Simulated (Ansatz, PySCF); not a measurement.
Process, species as SMILES: CCO -> C[CH]O + H atom (the C-H bond at the site shown breaks; other sites are not compared here)
Each molecule is optimised on its own at B3LYP-D3(BJ)/def2-TZVP (Ansatz, a first-principles code), one conformer each, not searched for the lowest.

Quantity: bond dissociation energy (enthalpy at 298 K, with B3LYP-D3(BJ) rigid-rotor harmonic-oscillator terms from PySCF), in eV. Correlated levels leave the core frozen unless marked. UHF or UKS for open shells. No spin-orbit coupling. No relativistic terms. CBS marks a two-point X^-3 extrapolation of the correlation energy; Hartree-Fock from the larger set. [CCSD(T)-MP2]/basis is that difference in the basis named.

```tsv
level	program	bond dissociation energy (eV)
B3LYP-D3(BJ)/def2-TZVPD	Ansatz + dftd3	___
M06-2X/def2-TZVPD	PySCF	4.05
RPA@PBE/cc-pVTZ	Ansatz	___
CCSD/6-31G*	Ansatz	3.76
RI-MP2/CBS(cc-pVTZ,cc-pVQZ)+[CCSD(T)-MP2]/cc-pVTZ	Ansatz	4.15
```

Q: Some entries are withheld; supply them.

A: 
- B3LYP-D3(BJ)/def2-TZVPD, bond dissociation energy (eV): 3.97
- RPA@PBE/cc-pVTZ, bond dissociation energy (eV): 4.04
